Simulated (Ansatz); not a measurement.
The lowest singlet and triplet of CH3N (SMILES C=N); geometries from B3LYP-D3(BJ)/def2-TZVP, each state relaxed from the structure named, with no frequency check.
Singlet at the triplet's geometry (charge 0, multiplicity 1):
```xyz
5

C     -0.601     0.118    -0.214
N      0.649    -0.134     0.279
H     -1.298    -0.718    -0.244
H     -1.028     1.097    -0.001
H      1.394    -0.150    -0.427
```

A positive gap puts the triplet lower; no zero-point energy. R- takes a restricted singlet. U- takes an unrestricted singlet (broken symmetry where lower, unprojected). The triplet is unrestricted in single-reference levels. Active spaces average the two states.

Cores are frozen in the correlated methods.

Run with Ansatz (a first-principles code). Each number belongs to the level named beside it.

| level | gap E(singlet) − E(triplet), vertical, at the triplet's geometry (kJ/mol) |
|---|---|
| R-HF/cc-pVDZ | 109.6 |
| R-B3LYP/def2-TZVPP | -19.8 |
| U-B3LYP/def2-TZVPP (spin-contaminated) | -20.4 |
| R-PBE0/def2-TZVPP | -5.5 |
| U-wB97M-V/def2-TZVPP | -29.0 |
| R-MP2/cc-pVTZ | -53.0 |
| R-SCS-MP2/cc-pVQZ | -60.8 |
| SA-CASSCF(4,3)/cc-pVTZ | [?] |
| FIC-MRCISD+Q on SA-CASSCF(4,3)/cc-pVTZ | [?] |

### Question
Some entries are withheld; supply them.

### Answer

- SA-CASSCF(4,3)/cc-pVTZ, gap E(singlet) − E(triplet), vertical, at the triplet's geometry (kJ/mol): -23.5
- FIC-MRCISD+Q on SA-CASSCF(4,3)/cc-pVTZ, gap E(singlet) − E(triplet), vertical, at the triplet's geometry (kJ/mol): -35.8

Doubts at one or more of the structures used: a restricted determinant that unrestricted orbitals would lower (R-HF/cc-pVDZ, R-B3LYP/def2-TZVPP, R-PBE0/def2-TZVPP, R-MP2/cc-pVTZ, R-SCS-MP2/cc-pVQZ).
